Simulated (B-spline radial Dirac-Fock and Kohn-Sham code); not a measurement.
**Core-hole lifetimes of Ni⁴⁺**

System: Ni⁴⁺, 1s2 2s2 2p6 3s2 3p6 3d6, inside a Watson sphere of charge -4 and radius 2.4 Å (a model of the Madelung potential; inside it an electron's potential energy is raised by 24.0 eV).

Method: independent-particle radiative and Coulomb Auger rates from relativistic LDA hole-state orbitals, with Dirac-Fock energies. Computed with a radial atomic solver.

Partial widths are in eV. Coster-Kronig decay leaves a hole in the same principal shell; its rates are the weakest part of the model, often 1.5 to 2.5 times too large and more for N holes. Holes without an open Auger channel, or with an unreliable SCF state, are not listed.

```
hole  radiative  Auger  Coster-Kronig   total  fluorescence yield  lifetime (fs)
   K      0.573  0.803              0    1.38               0.417          0.478
  L1    0.00452  0.371           5.13    5.50            0.000822          0.120
  L2    0.00397  0.511              0   0.515             0.00770           1.28
  L3    0.00393  0.524              0   0.528             0.00743           1.25
  M1   3.83e-05      0         0.0973  0.0974            0.000393           6.76
```
